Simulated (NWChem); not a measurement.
System: SiNH3BrF; SMILES N[SiH](F)Br

```xyz
7

Si    -0.0478    -0.9214     0.3764
N      1.4653    -1.5452    -0.0958
F     -1.2943    -1.4096    -0.5228
Br     0.0409     1.2985     0.1660
H     -0.3418    -1.3084     1.7671
H      1.7217    -2.5005     0.1239
H      1.9563    -1.1936    -0.9083
```
Atoms are numbered in this order, from 1.

Results from NWChem. The geometry was optimised at B3LYP/6-31G* (spherical d). Static field.

Task: Predict the results for PBE/aug-cc-pVDZ. Quantities: isotropic polarisability (bohr³); anisotropy (bohr³).

Result: The isotropic polarisability (bohr³) comes out as 57.7 and the anisotropy (bohr³) is 17.1.
